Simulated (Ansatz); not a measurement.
Input (CCSDT(Q)/cc-pVDZ; Ansatz, a program for electronic structure):

Ansatz 0.2 input:
```yaml
crystal:
  periodic: [false, false, false]
  atoms:
    - {symbol: C, position_ang: [2.08558744, -0.47367320, 0.50948084]}
    - {symbol: C, position_ang: [0.96605722, -0.14100753, 0.22211112]}
    - {symbol: C, position_ang: [-0.38028617, 0.19477281, -0.11209534]}
    - {symbol: C, position_ang: [-0.72371420, 1.45272012, -0.40494121]}
    - {symbol: C, position_ang: [-1.36546585, -0.94542031, -0.11122753]}
    - {symbol: H, position_ang: [3.07898701, -0.75210246, 0.76150695]}
    - {symbol: H, position_ang: [0.00353778, 2.25248941, -0.39815977]}
    - {symbol: H, position_ang: [-1.74551401, 1.70381265, -0.65792196]}
    - {symbol: H, position_ang: [-1.06065083, -1.71621347, -0.82229848]}
    - {symbol: H, position_ang: [-1.40669725, -1.41592268, 0.87344688]}
    - {symbol: H, position_ang: [-2.36273336, -0.59641477, -0.37654095]}
basis:
  gaussian:
    orbitals: cc-pVDZ
magnetization: {spin_polarized: false}
correlation: {method: ccsdt_q, electrons: outside_noble_gas}
```

Output:

```
Functional definition: HF
integrals: 0.19 GiB planned
1909 factors; integrals over basis functions are off by at most 2.2e-7 eV
mean field: 0.53 GiB planned
mean field evaluation 1: about -5242.4466 eV, gradient 2.9e1 eV
mean field evaluation 2: about -5242.7049 eV, gradient 2.8e1 eV
mean field evaluation 4: about -5245.3199 eV, gradient 2.5e0 eV
mean field evaluation 8: about -5245.3447 eV, gradient 1.9e-1 eV
mean field evaluation 16: about -5244.8739 eV, gradient 8.1e0 eV
mean field -5245.34484978 eV, -192.7628678069 hartree, gradient 9.6e-7 eV, S^2 0.000000; 0 other end points of the search recorded, 0 dependent functions left out; unrestricted orbitals would lower it
5 core orbitals not correlated
reference -5245.34484978 eV, -192.7628678069 hartree; 13, 13 occupied and 82, 82 virtual orbitals, 1909 factors
second order -17.88581935 eV of doubles, -0.00000000 eV of singles
coupled cluster: 6.91 GiB planned
cycle   1  -18.42677247 eV  change   -5.4e-1 eV  update   1.2e-1
cycle   2  -19.38637453 eV  change   -9.6e-1 eV  update   5.9e-2
cycle   3  -19.92266340 eV  change   -5.4e-1 eV  update   2.6e-2
cycle   4  -19.89414391 eV  change    2.9e-2 eV  update   1.0e-2
cycle   5  -19.87664485 eV  change    1.7e-2 eV  update   5.5e-3
cycle   6  -19.88800766 eV  change   -1.1e-2 eV  update   2.0e-3
cycle   7  -19.89262848 eV  change   -4.6e-3 eV  update   9.8e-4
cycle   8  -19.89113232 eV  change    1.5e-3 eV  update   4.0e-4
cycle   9  -19.89066355 eV  change    4.7e-4 eV  update   2.1e-4
cycle  10  -19.89098336 eV  change   -3.2e-4 eV  update   9.1e-5
cycle  11  -19.89072582 eV  change    2.6e-4 eV  update   4.2e-5
cycle  12  -19.89077074 eV  change   -4.5e-5 eV  update   1.8e-5
cycle  13  -19.89079391 eV  change   -2.3e-5 eV  update   7.1e-6
cycle  14  -19.89079486 eV  change   -9.5e-7 eV  update   3.0e-6
coupled cluster: 6.91 GiB planned
perturbative correction -0.06179613 eV, -0.0022709658 hartree
Total energy: -5265.29744077 eV, -193.4961120014 hartree
```
